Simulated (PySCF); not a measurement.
C₃H₈BrInO, SMILES CC[O][In]([CH3])[Br]. Atoms are numbered in the order given.

```xyz
14

In     0.0736     0.4033     0.0822
Br     0.8163    -1.6659     1.2911
C      1.1079     2.3022     0.2269
H      2.0586     2.2190    -0.3328
H      1.3202     2.5043     1.2930
H      0.4774     3.1010    -0.2048
O     -1.6380    -0.0193    -0.9283
C     -2.1549     0.9086    -1.8608
C     -1.3169     1.0046    -3.1336
H     -3.1823     0.5637    -2.1256
H     -2.2821     1.9331    -1.4253
H     -1.1967     0.0031    -3.5940
H     -1.7813     1.6813    -3.8811
H     -0.3005     1.4006    -2.9109
```

Geometry optimised at PBE-D3(BJ)/def2-SVP. The def2 effective core potentials stand for the cores of In; spin–orbit coupling is left out. The values are those of a single conformer.

Method: PySCF with r2SCAN/def2-TZVP.

The molecule is in vacuum.

- total energy: -2958.73447 hartree
- highest occupied level: -6.38 eV
- lowest empty level: -2.20 eV
- orbital gap: 4.18 eV
- dipole moment: 0.858 e·Å
- quadrupole, principal values (traceless, Buckingham form, about the centre of nuclear charge): -2.67, -1.59, 4.26 D·Å
